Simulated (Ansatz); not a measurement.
Harmonic frequencies (cm⁻¹) at PBE0-D4/def2-TZVP from Ansatz: 53, 106, 150, 151, 153, 175, 199, 267, 273, 341, 427, 440, 444, 487, 502, 506, 607, 609, 628, 677, 1542, 1543, 1545, 3568, 3569, 3571, 3660, 3661, 3662, 4029.

Each molecule was computed in one conformer, which needn't be the lowest.

**Question.** Which molecule is it?
A. `[NH2][Hf]([NH2])([NH2])[NH2]`
B. `[NH2][Hf]([NH2])([NH2])[OH]`
C. `O=C=[N][Hf]([N]=C=O)([N]=C=O)[N]=C=O`
D. `[CH3][Hf]([CH3])([NH2])[F]`

**Answer.** B.
